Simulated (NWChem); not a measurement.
System: C$_{3}$H$_{5}$ cation

The following NWChem deck was run.

```
start job
memory heap 200 mb stack 900 mb global 1100 mb
charge 1
geometry units angstroms noautosym nocenter noautoz
  C     -1.191619     0.000000     0.207259
  C      0.000000     0.000000    -0.498564
  C      1.191619     0.000000     0.207259
  H     -2.154686     0.000000    -0.300896
  H     -1.206228     0.000000     1.296434
  H      0.000000     0.000000    -1.585153
  H      2.154686     0.000000    -0.300896
  H      1.206228     0.000000     1.296434
end
basis spherical
  C library def2-svp
  H library def2-svp
end
dft
  xc b3lyp
  iterations 150
  mulliken
end
task dft energy
esp
  recalculate
  probe 0.07
  range 0.3
  factor 1.0
  spacing 0.02
end
task esp
```

Geometry: optimised at B3LYP/6-31G* (spherical d). B3LYP is NWChem's, with the RPA form of VWN correlation.

Atomic charges in e: unrestrained fits to the electrostatic potential beside Mulliken populations; buried atoms are poorly determined by the fit.

Atoms are numbered as in the input.

Q: Give the results of this calculation. (B3LYP/def2-SVP.) Quantities: ESP C1; Mulliken C1; ESP C2; Mulliken C2; ESP C3; Mulliken C3; relative RMS misfit of the potential (%).

A: 
* **ESP C1**: 0.15
* **Mulliken C1**: 0.18
* **ESP C2**: -0.07
* **Mulliken C2**: -0.04
* **ESP C3**: 0.16
* **Mulliken C3**: 0.18
* **relative RMS misfit of the potential (%)**: 2
